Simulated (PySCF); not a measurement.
All of these have the formula C2H8N2Si2. Computed with TDDFT PBE0/def2-SVPD, vertical, gas phase, core orbitals frozen in the response (PySCF). Geometries: GFN2-xTB; one conformer of each isolated species. Triplets are in the Tamm–Dancoff approximation.

A. `CN([SiH3])[SiH2]C#N`
B. `N[Si@@H]1N=C[C@H]1[SiH3]`
C. `C#C[Si@H](N)[SiH2]N`
D. `N#CC[SiH2]N[SiH3]`

Lowest singlet levels (six at most, fewer where fewer were computed) with oscillator strengths:

1. 5.34 eV (f 0.003); 6.05 eV (f 0.008); 6.57 eV (f 0.009); 6.65 eV (f 0.014); 6.94 eV (f 0.024); 7.06 eV (f 0.001); T1 5.10 eV
2. 5.46 eV (f 0.007); 5.68 eV (f 0.012); 5.79 eV (f 0.010); 5.84 eV (f 0.009); 6.08 eV (f 0.004); 6.25 eV (f 0.006); T1 4.86 eV
3. 4.09 eV (f 0.001); 5.90 eV (f 0.013); 5.99 eV (f 0.006); 6.11 eV (f 0.046); 6.39 eV (f 0.007); 6.58 eV (f 0.016); T1 3.52 eV
4. 6.10 eV (f 0.004); 6.74 eV (f 0.014); 7.17 eV (f 0.003); 7.40 eV (f 0.028); 7.46 eV (f 0.002); 7.56 eV (f 0.013); T1 5.78 eV

Question: Match each spectrum to its molecule.

Answer: 1 = A, 2 = C, 3 = B, 4 = D.
- A: S1 at 5.34 eV, HOMO→LUMO (99%); Löwdin shares by element: HOMO nitrogen 54% or more, silicon 16%, carbon 10% or more (atoms not listed hold the other 21%); LUMO silicon 32%, carbon 19% or more, nitrogen 18% or more (atoms not listed hold the other 30%); HOMO -7.48 and LUMO -0.85 eV.
- B: S1 at 4.09 eV, HOMO→LUMO (96%); Löwdin shares by element: HOMO nitrogen 54% or more, carbon 21%, silicon 8% or more (atoms not listed hold the other 16%); LUMO carbon 42%, nitrogen 26% or more, silicon 8% or more (atoms not listed hold the other 24%); HOMO -6.66 and LUMO -0.67 eV.
- C: S1 at 5.46 eV, HOMO→LUMO (84%), HOMO→LUMO+1 (8%); Löwdin shares by element: HOMO nitrogen 53% or more, hydrogen 15% or more, silicon 15% or more (atoms not listed hold the other 17%); LUMO silicon 41%, carbon 33% (atoms not listed hold the other 27%); HOMO -7.25 and LUMO -0.64 eV.
- D: S1 at 6.10 eV, HOMO→LUMO (98%); Löwdin shares by element: HOMO nitrogen 52% or more, silicon 20%, hydrogen 7% or more (atoms not listed hold the other 20%); LUMO silicon 43%, hydrogen 11% or more, nitrogen 10% or more (atoms not listed hold the other 36%); HOMO -7.84 and LUMO -0.35 eV.
A and C have S1 within 0.12 eV of each other; their strongest listed levels stand at 6.94 eV (f 0.024) and 5.68 eV (f 0.012).
